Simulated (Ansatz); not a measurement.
Geometry optimisation, Ansatz, RKS PBE0-D4/6-31G.

Input file:

```yaml
crystal:
  periodic: [false, false, false]
  atoms:
    - { symbol: C, position_ang: [-1.4793, 1.6248, -0.7906] }
    - { symbol: "N", position_ang: [-0.9124, 0.7611, -1.4794] }
    - { symbol: C, position_ang: [-1.16912, 0.79056, -2.79763] }
    - { symbol: "N", position_ang: [-2.036, 1.6055, -3.35774] }
    - { symbol: Si, position_ang: [-2.20384, 1.50853, -5.04597] }
    - { symbol: H, position_ang: [-1.4446, 1.8272, 0.2878] }
    - { symbol: H, position_ang: [-2.1701, 2.3706, -1.3253] }
    - { symbol: H, position_ang: [-0.71097, -0.03936, -3.40931] }
    - { symbol: H, position_ang: [-0.92952, 1.69433, -5.70673] }
    - { symbol: H, position_ang: [-2.78091, 0.19576, -5.34707] }
    - { symbol: H, position_ang: [-3.15091, 2.60662, -5.50044] }
basis:
  gaussian: { orbitals: "6-31G" }
hamiltonian:
  xc: pbe0
  dispersion: d4
relax:
  f_tol: 0.015
  max_steps: 40
```

Run as:

```bash
$ ansatz run input.yaml --threads 1 --pin off --max-ram 2048MiB --backend cpu --events-out ev --progress --plain --runs-dir out
```

**Question.** Where does it end, and by what steps?

**Answer.** The forces met the threshold. The force dipped under the threshold on the way, but the program's further checks kept it going. Limits of this set-up: no polarisation functions. After 19 steps the energy has fallen by 0.995 eV; H8 moved furthest, 0.98 Å.

| step | energy less start (eV) | largest force component (eV/Å) | accepted |
| --- | --- | --- | --- |
| 0 | 0.0000 | 4.304 | yes |
| 1 | -0.5837 | 2.564 | yes |
| 2 | -0.6256 | 1.253 | yes |
| 3 | -0.8258 | 0.744 | yes |
| 4 | -0.8437 | 0.598 | yes |
| 5 | -0.8856 | 0.429 | yes |
| 6 | -0.9113 | 0.330 | yes |
| 7 | -0.9435 | 0.310 | yes |
| 8 | -0.9697 | 0.508 | yes |
| 9 | -0.9827 | 0.204 | yes |
| 10 | -0.9796 | 0.354 | no |
| 11 | -0.9850 | 0.425 | yes |
| 12 | -0.9868 | 0.408 | yes |
| 13 | -0.9289 | 0.973 | no |
| 14 | -0.9941 | 0.044 | yes |
| 15 | -0.9945 | 0.046 | yes |
| 16 | -0.9945 | 0.090 | no |
| 17 | -0.9947 | 0.013 | yes |
| 18 | -0.9948 | 0.023 | yes |
| 19 | -0.9949 | 0.015 | yes |

```xyz
11
Properties=species:S:1:pos:R:3
C -1.561 1.645 -0.626
N -1.016 0.801 -1.415
C -1.068 0.957 -2.809
N -2.144 1.269 -3.427
Si -2.322 1.358 -5.221
H -1.563 1.446 0.442
H -2.033 2.567 -0.980
H -0.108 0.726 -3.285
H -1.020 1.093 -5.947
H -3.343 0.347 -5.649
H -2.810 2.736 -5.555
```

Whether the end is a true minimum wasn't checked by a vibrational analysis.

The run took 71 s on 1 CPU thread of a shared host.
